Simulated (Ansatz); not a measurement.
`CC1(F)OC1=[Se]`. Charge 0, multiplicity 1. Geometry: relaxed with PBE0-D4/def2-TZVP.

```xyz
9

C    -0.925    0.420   -0.583
C     0.199   -0.432   -0.125
F     0.123   -1.692   -0.573
O     1.546    0.111   -0.239
C     1.087   -0.171    0.978
Se    1.595   -0.114    2.636
H    -0.961    0.425   -1.674
H    -0.801    1.438   -0.216
H    -1.863    0.014   -0.202
```

Question: What is the dipole moment at PBE/def2-TZVPP? (Best estimate.)

Answer: The calculation gave: 2.79 D, with components (-2.19, 0.98, -1.43) D in this frame, pointing from negative to positive charge.

Question: And with r2SCAN, B3LYP, ωB97M-V? (Best estimate.)

Answer: Ansatz gave: r2SCAN 2.94 D, B3LYP 2.86 D, ωB97M-V 2.93 D.

Question: Give the Mulliken charges with PBE, B3LYP, r2SCAN in def2-TZVPP. (An estimate is asked.)

Answer: Ansatz gave: 
| atom | PBE | B3LYP | r2SCAN |
| --- | --- | --- | --- |
| C1 | -0.23 | -0.21 | -0.13 |
| C2 | 0.21 | 0.29 | 0.30 |
| F3 | -0.14 | -0.18 | -0.18 |
| O4 | -0.14 | -0.21 | -0.20 |
| C5 | 0.08 | 0.10 | 0.08 |
| Se6 | -0.09 | -0.08 | -0.09 |
| H7 | 0.10 | 0.10 | 0.07 |
| H8 | 0.10 | 0.10 | 0.07 |
| H9 | 0.11 | 0.10 | 0.07 |

B3LYP here is the variant with VWN-RPA as its local correlation; programs differ in this.
